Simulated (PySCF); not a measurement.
Species: C7H10O2.
Z-matrix (Å and degrees, PBE0-D3(BJ)/def2-SVP geometry), rows numbered from 1:
```
C 
C   1  1.3289
O   2  1.3691  1  120.30
C   3  1.3558  2  118.63  1   179.61
O   4  1.1986  3  123.48  2     0.21
C   4  1.5081  3  109.59  2  -179.55
C   6  1.5034  4  114.47  3  -174.47
C   7  1.3367  6  120.45  4   113.81
C   7  1.4981  6  116.56  4   -67.02
H   1  1.0903  2  119.77  3   179.99
H   1  1.0920  2  121.27  3     0.03
H   2  1.0926  1  125.24  3  -179.95
H   6  1.1056  4  106.34  3    62.63
H   6  1.1008  4  107.31  3   -49.95
H   8  1.0937  7  121.47  6    -0.84
H   8  1.0934  7  121.29  6   179.35
H   9  1.1035  7  110.76  6   -58.03
H   9  1.1009  7  110.23  6    60.51
H   9  1.0985  7  111.55  6  -178.71
```

Computed with PySCF at PBE0/def2-SVPD, non-relativistic, on one gas-phase PBE0-D3(BJ)/def2-SVP geometry that isn't relaxed in the solvent. The solvent is an IEF-PCM continuum (Bondi radii, 1.10 Å for H, scaled by 1.2), and excitations are vertical TDDFT with non-equilibrium linear response and a frozen core. The model holds no explicit solvent molecules, cavitation or dispersion.

| run | E − E(gas) (kJ/mol) | HOMO (eV) | HOMO–LUMO gap (eV) | dipole (D) | lowest singlet (eV) | static polarisability (au) |
| --- | --- | --- | --- | --- | --- | --- |
| gas | 0.00 | -7.32 | 6.73 | 1.57 | 5.56 | 95.7 |
| P | -22.14 | -7.29 | 6.70 | 2.26 | 5.58 | 126.8 |
| Q | -18.96 | -7.28 | 6.70 | 2.14 | 5.57 | 121.7 |

Q: The runs were made in acetonitrile and dichloromethane. Which run belongs to which solvent?

A: P = acetonitrile, Q = dichloromethane. The dielectric constants are 8.93 (dichloromethane), 35.69 (acetonitrile), and the energy falls further as ε rises. The optical constants n² used for the excitations are 2.03, 1.81 in the same order. In this model the ground state sees the solvent through ε alone.

Q: How constant is the ratio of the lowering to (ε − 1)/(2ε + 1)?

A: 
```
        solvent  (ε − 1)/(2ε + 1)  E − E(gas) (kJ/mol)  ratio (kJ/mol)  polarisation term (kJ/mol)
dichloromethane             0.420               -18.96           -45.1                      -21.26
   acetonitrile             0.479               -22.14           -46.2                      -25.37
```

The ratio changes by +2.4 % in size from dichloromethane to acetonitrile. The polarisation term is half the interaction of the solute with the induced surface charges.
